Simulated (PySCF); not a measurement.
SMILES F[SiH](F)[SiH2]Cl (H3ClF2Si2), PBE0/def2-SVP optimised geometry.

```
8

Si     1.12     0.06     0.00
F      1.63     0.90    -1.29
F      1.64    -1.46    -0.18
Si    -1.22     0.06     0.00
Cl    -1.81    -0.88     1.75
H      1.76     0.63     1.21
H     -1.76     1.46     0.00
H     -1.76    -0.68    -1.17
```

Density from PBE0/def2-TZVP (PySCF 2.14.0) at that geometry.

Minimum of the electron density along straight lines between bonded atoms, close to the bond critical point (lines longer than 1.1 times the sum of covalent radii, or with two minima, are not listed):

```tsv
bond	length / Å	ρ at the minimum / e bohr⁻³	∇²ρ there / e bohr⁻⁵	position (fraction from the first atom)
Si1–F2	1.619	0.133	0.91	0.42
Si1–F3	1.617	0.134	0.92	0.42
Si1–Si4	2.342	0.101	-0.20	0.55
Si4–Cl5	2.076	(withheld)	(withheld)	0.36
Si1–H6	1.485	0.127	0.13	0.49
Si4–H7	1.491	0.122	(withheld)	0.49
Si4–H8	1.490	0.122	0.14	0.49
```

Problem. Some entries are withheld; supply them.

Solution. 
- Si4–Cl5, ρ at the minimum / e bohr⁻³: 0.095
- Si4–Cl5, ∇²ρ there / e bohr⁻⁵: 0.21
- Si4–H7, ∇²ρ there / e bohr⁻⁵: 0.15
